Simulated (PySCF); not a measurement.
Mo(OH)(H)5 (H6MoO), SMILES [OH][MoH5], multiplicity 1. Geometry: B3LYP-D3(BJ)/def2-TZVP. The multiplicity is an assumed one; other spin states were not compared. The def2 effective core potentials stand for the cores of Mo; spin–orbit coupling is left out.

Level of theory: B3LYP-D3(BJ)/def2-TZVP (PySCF).

Harmonic wavenumbers (cm⁻¹): 384, 453, 476, 600, 691, 788, 799, 844, 867, 893, 933, 1090, 1936, 1952, 1994, 2014, 2073, 3832. Rotational constants (GHz): 43.24, 7.998, 7.992; symmetry number 1.

Q: Work out the zero-point energy and the ideal-gas rigid-rotor harmonic-oscillator thermochemistry at 298.15 K and 1 atm.

A: ZPE = ½ Σ hcν = ½ × 22619 cm⁻¹ = 32.34 kcal/mol. H − E(el) = 35.66 kcal/mol. Entropy in cal/(mol K): translation 40.21, rotation 22.28, vibration 4.39, total 66.89. G − E(el) = 15.72 kcal/mol. Cp = 17.76 cal/(mol K).
